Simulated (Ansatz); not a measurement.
The cluster V2S4: single points at one geometry.

```yaml
crystal:
  periodic: [false, false, false]
  atoms:
    - {symbol: V, position_ang: [-0.246190, -0.016786, -0.910121]}
    - {symbol: V, position_ang: [0.506641, -0.571782, 0.552799]}
    - {symbol: S, position_ang: [-1.574416, -1.802918, 0.126266]}
    - {symbol: S, position_ang: [2.156916, 0.486577, -0.925315]}
    - {symbol: S, position_ang: [0.937178, 1.786114, 0.195285]}
    - {symbol: S, position_ang: [-1.780118, 0.118804, 0.961086]}
basis:
  gaussian: {orbitals: def2-TZVP, initial_orbitals: start.molden}
hamiltonian: {xc: pbe0, dispersion: d4}
scf: {omitted_lower_state_checks: [starts]}
output: {orbitals: {seedname: orbitals}}
```

The file start.molden holds the orbitals of an earlier run on this structure, at another level or in another basis.

```sh
$ ansatz run in.yaml --threads 4 --pin off --events-out ev --progress --plain --max-ram 4787MiB
```

Shortened log:

```
Functional definition: PBE0
2098 factors; their error is unknown
mean field evaluation 1: about -94658.9366 eV, gradient 2.0e2 eV
mean field evaluation 2: about -94677.5072 eV, gradient 2.5e1 eV
mean field evaluation 4: about -94692.5490 eV, gradient 1.8e1 eV
mean field evaluation 8: about -94694.3323 eV, gradient 1.5e-1 eV
mean field -94694.33236197 eV, -3479.9525281785 hartree, gradient 1.9e-5 eV, S^2 0.000000; 0 other end points of the search recorded, 0 dependent functions left out
reference -94694.33239156 eV, -3479.9525292659 hartree; 55, 55 occupied and 183, 183 virtual orbitals, 2098 factors
Total energy: -94694.65116163 eV, -3479.9642438498 hartree
Checks for a lower state left out: starts
```

It took 4.1 s on 4 threads of AMD EPYC 9R45 on a shared host, peak host memory 1.2 GiB.

The first input with `gaussian: {orbitals: STO-3G}`, `hamiltonian: {xc: hf}` (abridged; 0.65 s):

```
Functional definition: HF
mean field evaluation 16: about -93575.5024 eV, gradient 1.6e-2 eV
mean field evaluation 32: about -93575.5913 eV, gradient 9.4e-5 eV
mean field -93575.59125819 eV, -3438.8395509247 hartree, gradient 6.9e-6 eV, S^2 0.000000
Total energy: -93575.59125819 eV, -3438.8395509247 hartree
Checks for a lower state left out: starts
```

As the first input, with `hamiltonian: {xc: {name: B97M-V}}` (abridged; 4.9 s):

```
Functional definition: B97M-V
mean field -94697.79498348 eV, -3480.0797771719 hartree, gradient 7.8e-5 eV, S^2 0.000000
Total energy: -94697.79504523 eV, -3480.0797794413 hartree
Checks for a lower state left out: starts
```

The first input with `gaussian: {orbitals: def2-SVP, initial_orbitals: start.molden}` (abridged; 1.4 s):

```
Functional definition: PBE0
mean field -94672.40206760 eV, -3479.1466047255 hartree, gradient 1.3e-5 eV, S^2 0.000000
Total energy: -94672.72088366 eV, -3479.1583209994 hartree
Checks for a lower state left out: starts
```

Geometry: PBE0-D4/def2-SVP.

The restricted singlet is unstable towards broken spin symmetry in Hartree–Fock (as tested in another run); at PBE0-D4/def2-TZVP, HF/STO-3G, B97M-V/def2-TZVP, PBE0-D4/def2-SVP this wasn't settled. No other spin state of charge 0 was run. Another isomer (singlet) lies 0.11 eV lower at PBE0-D4/def2-TZVP; other spin states weren't run for this one.
